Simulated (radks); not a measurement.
Q: Zn0.25-, configuration [Ar] 3d8.25 4s2 4p2 (fractional occupations, a model configuration). All-electron calculation, scalar-relativistic Kohn-Sham, SCAN, spin-unpolarised, spherical densities, finite nucleus; meta-GGA in the generalised Kohn-Sham scheme; Fermi nuclear charge, rms radius 3.9283 fm. Program: a radial shooting solver on a logarithmic mesh with Libxc functionals. Some entries of the table are withheld. Estimate them.

orbital,occ.,eigenvalue (eV),<r^2> (bohr^2)
1s,2,-9569.820,0.003407
2s,2,(1),0.06019
2p,6,-1028.695,0.04819
3s,2,-148.3210,0.5217
3p,6,-100.3475,(2)
3d,8.25,-23.2861,0.8404
4s,2,-9.1241,(3)
4p,2,-2.1240,(4)

A: 
(1) 2s eigenvalue (eV): -1186.674
(2) 3p <r^2> (bohr^2): 0.5769
(3) 4s <r^2> (bohr^2): 6.185
(4) 4p <r^2> (bohr^2): 12.21
